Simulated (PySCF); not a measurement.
# RuSF₂ at several levels of theory

All levels use the PBE0 minimum (quintet; Ru–F 1.868 Å (×2), Ru–S 2.108 Å; F–Ru–F 100.7°, F–Ru–S 129.6° (×2)), basis [Ru def2-SVP with ECP28, S def2-SVP, F def2-SVP], scalar-relativistic core potentials, density fitting, no spin–orbit coupling, PySCF. For vertical energies the ionised species is a quartet (spins chosen at PBE0 and kept) and the electron-attached one a quartet. Atomisation goes to high-spin ground-configuration atoms, without zero-point energy. Open shells are unrestricted, also as the reference of the correlated levels. A dash marks a value that was not computed or is not defined at that level.

```tsv
level	atomisation (kJ/mol)	vertical IP (eV)	vertical EA (eV)	−ε(HOMO) (eV)	dipole (D)
PBE0	1117	10.02	3.12	7.71	1.53
HF	476	10.74	2.88	11.71	3.67
MP2	–	9.92	2.54	–	–
PBE	1301	9.29	2.85	5.91	0.93
```

Spin contamination in at least one species weakens the values at: HF, MP2.

Without diffuse functions attachment energies tend to come out too low.

Open d and f shells are described by one determinant, and the ground state may have another occupation or spin.
